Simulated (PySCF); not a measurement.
An unknown is described by computed data only.

Formula: C5H6S2.

* Rotational structure: rotational constants A, B, C: 4.040, 1.423, 1.059 GHz [GFN2-xTB]
* Dipole: 0.99 D [PBE0/pcSseg-1]
* 13C NMR: chemical shifts (computed TMS as zero) by class: 153.4 (1 C), 132.7 (1 C), 128.5 (1 C), 124.1 (1 C), 22.1 (1 C) ppm [GIAO PBE0/pcSseg-1]
* 1H NMR: chemical shifts (computed TMS as zero) by class: 7.15 (1 H), 6.93 (1 H), 6.90 (1 H), 2.51 (3 H) ppm [GIAO PBE0/pcSseg-1]
* NMR, other nuclei: isotropic shieldings of nuclei other than C and H, by class: 281 (1 S), 481 (1 S) ppm [GIAO PBE0/pcSseg-1]

Gas-phase values; electronic properties from PySCF, density fitting. Levels stand in brackets. The structure is a single GFN2-xTB conformer in the gas phase; no vibrational or solvent corrections. Each NMR value is the plain mean over a class of atoms that symmetry, rotation or inversion makes alike.

Question: What is the compound? Reason from the data.

Answer: Numbering: `[CH3:1][S:2][c:3]1[cH:4][cH:5][cH:6][s:7]1`. Its formula, C5H6S2, gives 3 degrees of unsaturation: 1 ring and 2 π bonds in the structure found (Kekulé form). 5 carbons fall into 5 classes; from least to most shielded: substituted aromatic carbon [C3] (153.4 ppm), aromatic CH carbon [C5] (132.7 ppm), aromatic CH next to a ring sulfur [C6] (128.5 ppm), aromatic CH carbon [C4] (124.1 ppm), S-methyl carbon [C1] (22.1 ppm). Hydrogen classes from least to most shielded: 1 H on an aromatic CH carbon, C5 (7.15 ppm), 1 H on an aromatic CH next to a ring sulfur, C6 (6.93 ppm), 1 H on an aromatic CH carbon, C4 (6.90 ppm), 3 H on an S-methyl carbon, C1 (2.51 ppm). The other shieldings belong to: 281 ppm, thiophene-type sulfur [S7]; 481 ppm, sulfide sulfur [S2]. The optimised geometry has point group Cs and is an asymmetric top. Structure: `CSC1=CC=CS1`. The assignments are read from this structure; whether some other isomer fits the data as well wasn't checked.

The values belong to the conformer `[CH3:1][S:2][c:3]1[cH:4][cH:5][cH:6][s:7]1`: C1–S2–C3–C4 180°.
